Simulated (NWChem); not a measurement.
Molecule: SiNH3F2; SMILES N[SiH](F)F

```xyz
7

Si     0.3604     0.0542     0.0000
N     -0.0926    -1.5781     0.0000
F     -0.2579     0.7493    -1.3185
F     -0.2579     0.7493     1.3185
H      1.8022     0.3739     0.0000
H     -0.3070    -2.0908    -0.8452
H     -0.3070    -2.0908     0.8452
```
Atoms are numbered in this order, from 1.

This is a stationary point of PBE0/def2-SVP (NWChem), point group Cs. 

**Question.** Is it a minimum? If not, what does it relax to?

**Answer.** No. It has an imaginary frequency of 129i cm⁻¹. Following that mode (on a finer grid) lowers the energy by 0.9 kcal/mol and ends, with real frequencies alone, at point group C1:
```xyz
7

Si     0.3146     0.0730     0.0049
N     -0.0961    -1.5660    -0.0998
F     -0.0954     0.8067    -1.3721
F     -0.5073     0.8915     1.1323
H      1.7539     0.2276     0.2886
H     -1.0070    -1.8910    -0.4012
H      0.4202    -2.2735     0.4075
```
